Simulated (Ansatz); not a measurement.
What each rung costs, and what it gives

Saddle point of CH8GeO, closed shell (GeH₄O ([OH][GeH3]) + CH₄ → CH₆Ge ([CH3][GeH3]) + H₂O; bonds formed: Ge1–C7, O2–H6; bonds broken: Ge1–O2, H6–C7), PBE0-D4/def2-TZVP structure:

Ge1  (-0.734, 0.863, 0.195)
O2  (0.723, 0.173, 1.440)
H3  (-0.875, 1.241, -1.300)
H4  (-1.969, 0.151, 0.749)
H5  (-0.565, 2.248, 0.885)
H6  (0.735, -0.473, 0.479)
C7  (0.286, -1.034, -0.789)
H8  (1.475, 0.767, 1.549)
H9  (-0.704, -1.369, -1.101)
H10  (0.813, -0.632, -1.655)
H11  (0.814, -1.937, -0.451)
(Å)

Barriers are electronic and count from the start structure reached by relaxing down the imaginary mode.

Program: Ansatz 0.2.0. Basis: as named in each row. Cores are frozen in the correlated methods. Filled d shells of the heavier atoms are correlated. The def2 sets are not built for correlating such inner shells, so the correlated values are less sure here. B3LYP uses VWN-RPA correlation. Extrapolation: Hartree–Fock as exp(−7.88 √X), correlation as X^−2.97.

Times are rough, for one single point on 4 threads of a shared host (Arm Neoverse V2).

The estimate by CCSD(T) at an estimated basis limit (MP2 extrapolated from triple and quadruple zeta, plus CCSD(T) − MP2 in triple zeta) is 2.791 eV.

```json
{"method": "HF", "basis": "STO-3G", "time (s)": "under 1", "barrier (eV)": "4.061", "method less estimate": "1.270"}
{"method": "PBE-D4", "basis": "STO-3G", "time (s)": "under 1", "barrier (eV)": "2.351", "method less estimate": "-0.440"}
{"method": "SPW92", "basis": "def2-SVP", "time (s)": "under 1", "barrier (eV)": "1.871", "method less estimate": "-0.920"}
{"method": "PBE-D4", "basis": "def2-SVP", "time (s)": "under 1", "barrier (eV)": "2.247", "method less estimate": "-0.544"}
{"method": "B3LYP-D4", "basis": "6-31G", "time (s)": "under 1", "barrier (eV)": "2.559", "method less estimate": "-0.232"}
{"method": "PBE0-D4", "basis": "def2-SVP", "time (s)": "under 1", "barrier (eV)": "2.485", "method less estimate": "-0.306"}
{"method": "SPW92", "basis": "def2-TZVPP", "time (s)": "under 1", "barrier (eV)": "1.975", "method less estimate": "-0.816"}
{"method": "PBE-D4", "basis": "def2-TZVPP", "time (s)": "1", "barrier (eV)": "2.343", "method less estimate": "-0.448"}
{"method": "BLYP-D4", "basis": "def2-TZVPP", "time (s)": "1", "barrier (eV)": "2.572", "method less estimate": "-0.219"}
{"method": "B3LYP-D4", "basis": "def2-TZVPP", "time (s)": "2", "barrier (eV)": "2.729", "method less estimate": "-0.063"}
{"method": "BHLYP-D4", "basis": "def2-TZVPP", "time (s)": "2", "barrier (eV)": "2.981", "method less estimate": "0.190"}
{"method": "PBE0-D4", "basis": "def2-TZVPP", "time (s)": "2", "barrier (eV)": "2.557", "method less estimate": "-0.234"}
{"method": "CAM-B3LYP-D4", "basis": "def2-TZVPP", "time (s)": "2", "barrier (eV)": "2.798", "method less estimate": "0.007"}
{"method": "r2SCAN-D4", "basis": "def2-TZVPP", "time (s)": "2", "barrier (eV)": "2.545", "method less estimate": "-0.246"}
{"method": "wB97M-V", "basis": "def2-SVP", "time (s)": "3", "barrier (eV)": "2.584", "method less estimate": "-0.208"}
{"method": "r2SCAN0-D4", "basis": "def2-TZVPP", "time (s)": "3", "barrier (eV)": "2.678", "method less estimate": "-0.113"}
{"method": "B2PLYP", "basis": "def2-TZVPP", "time (s)": "3", "barrier (eV)": "2.796", "method less estimate": "0.004"}
{"method": "RPA on PBE", "basis": "def2-TZVPP", "time (s)": "3", "barrier (eV)": "2.752", "method less estimate": "-0.040"}
{"method": "CCSD(T)", "basis": "def2-SVP", "time (s)": "3", "barrier (eV)": "2.890", "method less estimate": "0.099"}
{"method": "PBE-QIDH", "basis": "def2-TZVPP", "time (s)": "3", "barrier (eV)": "2.711", "method less estimate": "-0.080"}
{"method": "wB97X-V", "basis": "def2-TZVPP", "time (s)": "5", "barrier (eV)": "2.781", "method less estimate": "-0.011"}
{"method": "B97M-V", "basis": "def2-TZVPP", "time (s)": "6", "barrier (eV)": "2.749", "method less estimate": "-0.042"}
{"method": "wB97M-V", "basis": "def2-TZVPP", "time (s)": "6", "barrier (eV)": "2.690", "method less estimate": "-0.102"}
{"method": "MP2", "basis": "def2-QZVPP", "time (s)": "13", "barrier (eV)": "2.732", "method less estimate": "-0.059"}
{"method": "CCSD(T)", "basis": "def2-TZVPP", "time (s)": "70", "barrier (eV)": "2.764", "method less estimate": "-0.027"}
```

All methods are single points on the PBE0-D4 structures.

No T1 diagnostic of these runs exceeds 0.013.

Labels in which every atom is bracketed show which atoms are joined, not bond orders.
